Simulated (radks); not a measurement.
Question: The tungsten ion W8+, 66 electrons, occupied as [Kr] 4d10 4f13 5s1 5p6 (not the ground configuration). Method: scalar-relativistic Kohn-Sham, LDA (Slater exchange, Perdew-Wang correlation), spin-polarised, spherical densities, finite nucleus; open shells are filled with parallel spins first (spin-orbit coupling, left out, can overturn this in heavy ions); Fermi nuclear charge, rms radius 5.3658 fm; computed with a radial shooting solver on a logarithmic mesh with Libxc functionals. Some entries of the table are withheld. Estimate them.

| orbital | occ. | eigenvalue (eV) | r(max) (bohr) |
|---|---|---|---|
| 1s up | 1 | -69543.25 | 0.01147 |
| 1s down | 1 | -69543.06 | 0.01147 |
| 2s up | 1 | -12114.39 | 0.06573 |
| 2s down | 1 | -12114.24 | 0.06573 |
| 2p up | 3 | -10618.37 | 0.05389 |
| 2p down | 3 | -10618.23 | 0.05390 |
| 3s up | 1 | -2891.371 | 0.1854 |
| 3s down | 1 | -2890.617 | 0.1854 |
| 3p up | 3 | -2448.140 | 0.1835 |
| 3p down | 3 | -2447.384 | 0.1835 |
| 3d up | 5 | -1936.499 | 0.1493 |
| 3d down | 5 | -1935.886 | 0.1493 |
| 4s up | 1 | -699.2218 | 0.4204 |
| 4s down | 1 | -697.8919 | 0.4204 |
| 4p up | 3 | -553.3197 | 0.4407 |
| 4p down | 3 | -551.9947 | 0.4408 |
| 4d up | 5 | -368.0999 | (1) |
| 4d down | 5 | -366.7479 | (2) |
| 5s up | 1 | -197.8543 | 0.9386 |
| 5s down | 0 | -196.3334 | 0.9392 |
| 4f up | 7 | (3) | (4) |
| 4f down | 6 | (5) | (6) |
| 5p up | 3 | -157.7004 | 1.041 |
| 5p down | 3 | -156.3489 | 1.043 |

Answer: 
(1) 4d up r(max) (bohr): 0.4511
(2) 4d down r(max) (bohr): 0.4511
(3) 4f up eigenvalue (eV): -161.7224
(4) 4f up r(max) (bohr): 0.4234
(5) 4f down eigenvalue (eV): -160.2784
(6) 4f down r(max) (bohr): 0.4235
